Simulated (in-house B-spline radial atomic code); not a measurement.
## Two electrons outside the [Ar] 3d10 4s2 4p6 core: Rh7+

Computed with an all-electron radial atomic-structure program (B-spline basis): configuration interaction (CI) of the two valence electrons in the field of the frozen Dirac-Fock core, alone and with many-body perturbation theory for the core (screened one- and two-electron correlation potentials), Breit and QED terms; no-pair Dirac Hamiltonian, finite nucleus. Labels give the configuration (outer n counted up each series) and the leading LS term, or the jj pair where no LS term holds 70 %.

The lowest nd levels tend to come out too strongly bound in this method, by some 0.05 to 0.2 eV for each d electron where measurements exist, which shifts their lines and rates.

Command:
```bash
python run_mb.py task.json out
```
Settings (nuclear radius in fm, box in bohr, cutoff in hartree):
```
basis_form          3
Z                   45
core_configuration  [Ar] 3d10 4s2 4p6
rms_radius          4.4945
mass_number         103
speed_of_light      137.036
box_radius          10.0
lmax                6
intervals           62
virtual_cutoff      4050.0
```

Time taken, with all properties: 2.7 min on 1 thread of Arm Neoverse N1, with other jobs on the host.

Excitation energies (cm⁻¹):

```csv
level,purity of the LS term,CI alone,CI + MBPT + Breit + QED,Landé g of the LS mixture
4d2 3F2,0.967,0,0,0.68
4d2 3F3,1.0,3510,3611,1.08
4d2 3F4,0.985,?,?,?
"4d2 (3/2,5/2)2",0.645 (1D),15765,15968,1.16
4d2 3P0,0.984,16729,16467,-
4d2 3P1,1.0,18336,18088,1.50
"4d2 (5/2,5/2)2",0.671 (3P),22003,22107,1.33
4d2 1G4,0.985,25930,24240,1.00
4d2 1S0,0.984,52350,55850,-
4d5s 3D1,1.0,239895,249853,0.50
4d5s 3D2,0.897,241066,251079,1.15
4d5s 3D3,1.0,245070,255132,1.33
4d5s 1D2,0.897,?,?,?
```

Where does 4d5s 1D2 lie?

249367 cm⁻¹ in CI alone and 259686 cm⁻¹ with all corrections; g = 1.02.

Where does 4d2 3F4 lie?

7241 cm⁻¹ in CI alone and 7409 cm⁻¹ with all corrections; g = 1.25.

What is the first ionisation energy?

116.94 eV to the 4d3/2 state of the next ion (114.53 eV from CI alone). NIST lists 115.1 ± 2.1 eV (tabulated theory).
